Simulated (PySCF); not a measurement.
CH4Si (SMILES C[SiH]), singlet, at a GFN2-xTB geometry, with bond 2-1 at 2.4 times its length; CASSCF(2,4)/STO-3G (PySCF).

PySCF was given this input:
```python
from pyscf import gto, scf, mcscf
import numpy

mol = gto.Mole()
mol.atom = '''
    Si   -0.43645331   -0.36977585    0.50433177
    H    -2.89575911   -1.23448119   -1.97116589
    C     0.75878142    0.58965571   -0.64468426
    H     1.62615502    0.97194639   -0.10888921
    H     0.26247842    1.44353751   -1.10748186
    H     1.13018851   -0.04648645   -1.44904261
'''
mol.basis = 'sto-3g'
mol.verbose = 4
mol.build()

mf = scf.RHF(mol)
mf.kernel()
mc = mcscf.CASSCF(mf, 4, 2)
mc.fix_spin_(ss=0.0)
mc.kernel()
occ = numpy.linalg.eigvalsh(mc.fcisolver.make_rdm1(mc.ci, mc.ncas, mc.nelecas))[::-1]
ss = mc.fcisolver.spin_square(mc.ci, mc.ncas, mc.nelecas)[0]
print('natural occupations', occ.round(4), ' <S^2>', round(ss, 4))
```

Output, abridged:

```
PySCF version 2.14.0

[INPUT] verbose = 4
[INPUT] num. atoms = 6
[INPUT] num. electrons = 24
[INPUT] charge = 0
[INPUT] spin (= nelec alpha-beta = 2S) = 0
[INPUT] symmetry False subgroup None
[INPUT] Mole.unit = angstrom
[INPUT] Symbol           X                Y                Z      unit          X                Y                Z       unit  Magmom
[INPUT]  1 Si    -0.436453310000  -0.369775850000   0.504331770000 AA   -0.824777222060  -0.698775083978   0.953048921217 Bohr   0.0
[INPUT]  2 H     -2.895759110000  -1.234481190000  -1.971165890000 AA   -5.472191640614  -2.332831355027  -3.724963678185 Bohr   0.0
[INPUT]  3 C      0.758781420000   0.589655710000  -0.644684260000 AA    1.433889072209   1.114287799686  -1.218276688218 Bohr   0.0
[INPUT]  4 H      1.626155020000   0.971946390000  -0.108889210000 AA    3.072987623887   1.836712484860  -0.205770784820 Bohr   0.0
[INPUT]  5 H      0.262478420000   1.443537510000  -1.107481860000 AA    0.496012327409   2.727890544437  -2.092837403324 Bohr   0.0
[INPUT]  6 H      1.130188510000  -0.046486450000  -1.449042610000 AA    2.135746753030  -0.087846659003  -2.738293675725 Bohr   0.0

nuclear repulsion = 44.7866134409023
number of shells = 12
number of NR pGTOs = 54
number of NR cGTOs = 18
basis = sto-3g
ecp = {}

******** <class 'pyscf.scf.hf.RHF'> ********
method = RHF
initial guess = minao
damping factor = 0
level_shift factor = 0
DIIS = <class 'pyscf.scf.diis.CDIIS'>
diis_start_cycle = 1
diis_space = 8
diis_damp = 0
SCF conv_tol = 1e-09
SCF conv_tol_grad = None
SCF max_cycles = 50
direct_scf = True
direct_scf_tol = 1e-13
Set gradient conv threshold to 3.16228e-05
Initial guess from minao.
init E= -324.58462190345
  HOMO = -0.124266507885627  LUMO = 0.0757303804638478  gap/eV = 5.44219
cycle= 1 E= -324.827216718307  delta_E= -0.243  |g|= 0.183  |ddm|=  2.7
  HOMO = 0.00835532848655163  LUMO = 0.0105706499322925  gap/eV = 0.06028
cycle= 2 E= -324.436552852176  delta_E= 0.391  |g|= 0.304  |ddm|= 3.19
  HOMO = -0.0135988528182424  LUMO = 0.0740970574318223  gap/eV = 2.38633
cycle= 3 E= -324.839854029529  delta_E= -0.403  |g|= 0.136  |ddm|= 3.17
  HOMO = 0.0112198994729644  LUMO = 0.06439993053406  gap/eV = 1.44710
cycle= 4 E= -324.852805958821  delta_E= -0.013  |g|= 0.139  |ddm|= 0.188
  HOMO = 0.00702476176453393  LUMO = 0.0602970068878228  gap/eV = 1.44961
cycle= 5 E= -324.839472148829  delta_E= 0.0133  |g|= 0.126  |ddm|= 0.206
  HOMO = 0.0312009099789066  LUMO = 0.0473583640266928  gap/eV = 0.43967
cycle= 6 E= -324.834774132293  delta_E= 0.0047  |g|= 0.0983  |ddm|= 0.171
  HOMO = 0.0375778634309711  LUMO = 0.0788052067749337  gap/eV = 1.12185
cycle= 7 E= -324.44003577583  delta_E= 0.395  |g|= 0.287  |ddm|= 3.16
  HOMO = 0.0404963161416289  LUMO = 0.0860932866474632  gap/eV = 1.24076
cycle= 8 E= -324.443036935181  delta_E= -0.003  |g|= 0.278  |ddm|= 0.0225
  HOMO = 0.0444492985342999  LUMO = 0.0755177558030151  gap/eV = 0.84542
cycle= 9 E= -324.44671277444  delta_E= -0.00368  |g|= 0.268  |ddm|= 0.0291
  HOMO = 0.0223149583005156  LUMO = 0.0537161183163627  gap/eV = 0.85447
cycle= 10 E= -324.834869537835  delta_E= -0.388  |g|= 0.103  |ddm|= 3.16
  HOMO = 0.0226076246447222  LUMO = 0.0536914763451867  gap/eV = 0.84583
cycle= 11 E= -324.834677767409  delta_E= 0.000192  |g|= 0.102  |ddm|= 0.0212
  HOMO = 0.0253040973424498  LUMO = 0.0529206016967356  gap/eV = 0.75148
cycle= 12 E= -324.835085871077  delta_E= -0.000408  |g|= 0.101  |ddm|= 0.0383
  HOMO = 0.0101845472330122  LUMO = 0.0601838296054412  gap/eV = 1.36055
cycle= 13 E= -324.835470726469  delta_E= -0.000385  |g|= 0.112  |ddm|= 0.0626
  HOMO = 0.0324783987421799  LUMO = 0.054934112533242  gap/eV = 0.61105
cycle= 14 E= -324.838685354621  delta_E= -0.00321  |g|= 0.104  |ddm|= 0.0575
  HOMO = 0.0275745524546148  LUMO = 0.0558915899371685  gap/eV = 0.77055
cycle= 15 E= -324.836994422531  delta_E= 0.00169  |g|= 0.104  |ddm|= 0.0375
  HOMO = 0.0273299816396305  LUMO = 0.0553996752279221  gap/eV = 0.76382
cycle= 16 E= -324.83690956205  delta_E= 8.49e-05  |g|= 0.105  |ddm|= 0.00744
  HOMO = 0.0470029247419448  LUMO = 0.06169683167514  gap/eV = 0.39984
cycle= 17 E= -324.449816709469  delta_E= 0.387  |g|= 0.258  |ddm|= 3.16
  HOMO = 0.0476267475055666  LUMO = 0.0591626540142505  gap/eV = 0.31391
cycle= 18 E= -324.453844297866  delta_E= -0.00403  |g|= 0.264  |ddm|= 0.146
  HOMO = 0.036236176128605  LUMO = 0.0733240855207943  gap/eV = 1.00921
cycle= 19 E= -324.740828935816  delta_E= -0.287  |g|= 0.407  |ddm|=  1.5
  HOMO = 0.0232542328845178  LUMO = 0.0746917052191932  gap/eV = 1.39968
cycle= 20 E= -324.904655726095  delta_E= -0.164  |g|= 0.163  |ddm|= 1.02
  HOMO = 0.0287563469948703  LUMO = 0.0675704667308789  gap/eV = 1.05619
cycle= 21 E= -324.899899217085  delta_E= 0.00476  |g|= 0.171  |ddm|= 0.204
  HOMO = 0.0258786027980116  LUMO = 0.0704307183447883  gap/eV = 1.21232
cycle= 22 E= -324.88043121528  delta_E= 0.0195  |g|= 0.222  |ddm|= 0.222
  HOMO = 0.0278056916772874  LUMO = 0.0739185077785591  gap/eV = 1.25479
cycle= 23 E= -324.927501704835  delta_E= -0.0471  |g|= 0.0815  |ddm|= 0.96
  HOMO = 0.0160132672149438  LUMO = 0.0707274161919441  gap/eV = 1.48885
cycle= 24 E= -324.895487667619  delta_E= 0.032  |g|= 0.18  |ddm|= 0.861
  HOMO = -0.0637828179049666  LUMO = 0.107606551656499  gap/eV = 4.66374
cycle= 25 E= -324.924196042764  delta_E= -0.0287  |g|= 0.0239  |ddm|= 0.525
  HOMO = -0.0530149858960481  LUMO = 0.1058955229379  gap/eV = 4.32418
cycle= 26 E= -324.923138024029  delta_E= 0.00106  |g|= 0.0661  |ddm|= 0.309
  HOMO = -0.0473415773574217  LUMO = 0.102629544409334  gap/eV = 4.08092
cycle= 27 E= -324.929975743183  delta_E= -0.00684  |g|= 0.0215  |ddm|= 0.297
  HOMO = -0.129840017838063  LUMO = 0.101000093514723  gap/eV = 6.28148
cycle= 28 E= -324.882044000463  delta_E= 0.0479  |g|= 0.25  |ddm|= 1.41
  HOMO = -0.0820825462206164  LUMO = 0.105046069932667  gap/eV = 5.09203
cycle= 29 E= -324.924867433611  delta_E= -0.0428  |g|= 0.131  |ddm|= 0.378
  HOMO = -0.0713981725399133  LUMO = 0.114697608102635  gap/eV = 5.06392
cycle= 30 E= -324.932258642181  delta_E= -0.00739  |g|= 0.103  |ddm|= 0.213
  HOMO = -0.0340643493259535  LUMO = 0.120048017551718  gap/eV = 4.19361
cycle= 31 E= -324.920658001164  delta_E= 0.0116  |g|= 0.126  |ddm|= 0.888
  HOMO = -0.104436248272042  LUMO = 0.114118721971898  gap/eV = 5.94718
cycle= 32 E= -324.904280591029  delta_E= 0.0164  |g|= 0.209  |ddm|= 1.19
  HOMO = -0.0613550973134513  LUMO = 0.122184518628898  gap/eV = 4.99437
cycle= 33 E= -324.942398670688  delta_E= -0.0381  |g|= 0.0517  |ddm|= 0.513
  HOMO = -0.0603679948997079  LUMO = 0.123455459483646  gap/eV = 5.00209
cycle= 34 E= -324.94493146643  delta_E= -0.00253  |g|= 0.0187  |ddm|= 0.257
  HOMO = -0.0564204069270341  LUMO = 0.124956262044346  gap/eV = 4.93551
cycle= 35 E= -324.945291162851  delta_E= -0.00036  |g|= 0.00342  |ddm|= 0.081
  HOMO = -0.0572118421587456  LUMO = 0.124076320714974  gap/eV = 4.93310
cycle= 36 E= -324.945280103056  delta_E= 1.11e-05  |g|= 0.00542  |ddm|= 0.0484
  HOMO = -0.0559752453622686  LUMO = 0.12489291027906  gap/eV = 4.92167
cycle= 37 E= -324.945307735737  delta_E= -2.76e-05  |g|= 0.00165  |ddm|= 0.0262
  HOMO = -0.0563647576127472  LUMO = 0.124622790016642  gap/eV = 4.92492
cycle= 38 E= -324.945309858054  delta_E= -2.12e-06  |g|= 0.000832  |ddm|= 0.00915
  HOMO = -0.0562363615649587  LUMO = 0.124718987459202  gap/eV = 4.92405
cycle= 39 E= -324.945310571137  delta_E= -7.13e-07  |g|= 6.41e-06  |ddm|= 0.00285
  HOMO = -0.0562372198769057  LUMO = 0.124721442728084  gap/eV = 4.92414
cycle= 40 E= -324.945310571237  delta_E= -9.99e-11  |g|= 2.51e-06  |ddm|= 0.000101
  HOMO = -0.0562367979885612  LUMO = 0.124721233860933  gap/eV = 4.92412
Extra cycle  E= -324.94531057123  delta_E= 7.22e-12  |g|= 3.84e-06  |ddm|= 2.06e-05
converged SCF energy = -324.94531057123

******** <class 'pyscf.mcscf.mc1step.CASSCF'> ********
CAS (1e+1e, 4o), ncore = 11, nvir = 3
max_cycle_macro = 50
max_cycle_micro = 4
conv_tol = 1e-07
conv_tol_grad = None
orbital rotation max_stepsize = 0.02
orbital rotation threshold for CI restart = 0.01
augmented hessian ah_max_cycle = 30
augmented hessian ah_conv_tol = 1e-12
augmented hessian ah_linear dependence = 1e-14
augmented hessian ah_level shift = 1e-08
augmented hessian ah_start_tol = 2.5
augmented hessian ah_start_cycle = 3
augmented hessian ah_grad_trust_region = 3
kf_trust_region = 3
kf_interval = 4
ci_response_space = 4
ci_grad_trust_region = 3
with_dep4 0
natorb = False
canonicalization = True
sorting_mo_energy = False
ao2mo_level = 2
internal_rotation = False
******** <class 'pyscf.fci.addons.SpinPenaltyFCISolver'> ********
max. cycles = 50
conv_tol = 1e-08
davidson only = True
linear dependence = 1e-12
level shift = 0.001
max iter space = 12
nroots = 1
pspace_size = 400
spin = None
CASCI E = -325.123639915765  S^2 = 0.0000000
Set conv_tol_grad to 0.000316228
macro iter   1 ( 19 JK    4 micro), CASSCF E = -325.126997299384  dE = -3.35738362e-03  S^2 = 0.0000000
               |grad[o]|=0.0633  |grad[c]|=0.00276  |ddm|=0.0125  |maxRot[o]|=0.0508
macro iter   2 (  5 JK    2 micro), CASSCF E = -325.126997928597  dE = -6.29212877e-07  S^2 = 0.0000000
               |grad[o]|=0.000912  |grad[c]|=2.66e-06  |ddm|=1.27e-05  |maxRot[o]|=0.0232
macro iter   3 (  1 JK    1 micro), CASSCF E = -325.126997928597  dE =  0.00000000e+00  S^2 = 0.0000000
               |grad[o]|=2.33e-05  |grad[c]|=5.68e-07  |ddm|=    0  |maxRot[o]|=    0
1-step CASSCF converged in   3 macro ( 25 JK   7 micro) steps
CASSCF canonicalization
Density matrix diagonal elements [1.11433339e+00 8.85574678e-01 1.01449010e-06 9.09192665e-05]
CASSCF energy = -325.126997928597
CASCI E = -325.126997928597  E(CI) = -0.771023843660430  S^2 = 0.0000000
natural occupations [1.1212 0.8788 0.     0.    ]  <S^2> 0.0
```
